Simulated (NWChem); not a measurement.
System: C₂H₄BNO; SMILES CBN=C=O

```xyz
9

B     -0.8955     0.4483    -0.7213
H     -1.7383    -0.2370    -1.2295
C     -0.8725     1.9981    -0.9450
H     -0.8205     2.2176    -2.0215
H     -0.0542     2.5199    -0.4399
H     -1.8264     2.4335    -0.6121
N      0.0722    -0.2065     0.0877
C      0.6690    -1.0805     0.6606
O      1.3019    -1.8806     1.2482
```
Atoms are numbered in this order, from 1.

Coordinates come from a B3LYP/6-31G* (spherical d) optimisation.

Task: Give the principal values of the shielding tensors (ppm) of B1, C3, N7, C8, O9 from B3LYP/6-31G* (spherical d), GIAO (NWChem), with their diamagnetic and paramagnetic parts as GIAO splits them.

Result: 
```tsv
atom	σ11	σ22	σ33	isotropic	diamagnetic	paramagnetic
B1	-3.0	65.4	120.9	61.1	198.5	-137.4
C3	157.0	189.6	193.2	179.9	250.9	-71.0
N7	92.9	169.2	275.4	179.1	314.4	-135.3
C8	-15.0	-11.0	232.1	68.7	268.6	-199.9
O9	93.9	148.0	246.7	162.9	397.5	-234.6
```
